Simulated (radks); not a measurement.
Q: The silicon anion Si4-, [Ar], held by a Watson sphere: a shell of charge +4 at radius R that stands for the Madelung well of a crystal (potential energy -4/R inside, -4/r outside, in hartree with lengths in bohr). Calculated with a radial shooting solver on a logarithmic mesh with Libxc functionals: scalar-relativistic Kohn-Sham, r2SCAN, spin-polarised, spherical densities, finite nucleus; meta-GGA in the generalised Kohn-Sham scheme; Fermi nuclear charge, rms radius of each element as measured or else 0.836 A^(1/3) + 0.57 fm.

| R (bohr) | e(2p) (eV) | e(3s) (eV) | e(3p) (eV) | <r> 3p (bohr) | sum of <r^2> (bohr^2) | X-ray form factor at sin(theta)/lambda = 0.1 1/angstrom |
|---|---|---|---|---|---|---|
| 2.29 | -94.118 | -14.854 | -7.681 | 2.535 | 58.31 | 14.575 |
| 2.5 | -93.939 | -14.041 | -7.253 | 2.648 | 63.07 | 14.368 |
| 2.64 | -93.916 | -13.536 | -6.970 | 2.724 | 66.37 | 14.231 |
| 3.46 | -94.247 | -11.175 | -5.467 | 3.170 | 87.42 | 13.487 |
| 3.83 | -94.400 | -10.411 | -4.907 | 3.375 | 97.87 | 13.195 |
| 4.1 | -94.484 | -9.954 | -4.546 | 3.526 | 105.9 | 13.001 |
| 4.18 | -94.505 | -9.833 | -4.448 | 3.571 | 108.4 | 12.947 |
| 4.61 | -94.588 | -9.287 | -3.972 | 3.816 | 122.2 | 12.684 |

Estimate the row for R = 4.25 bohr.

A: e(2p) (eV) -94.521; e(3s) (eV) -9.733; e(3p) (eV) -4.364; <r> 3p (bohr) 3.611; sum of <r^2> (bohr^2) 110.5; X-ray form factor at sin(theta)/lambda = 0.1 1/angstrom 12.901.
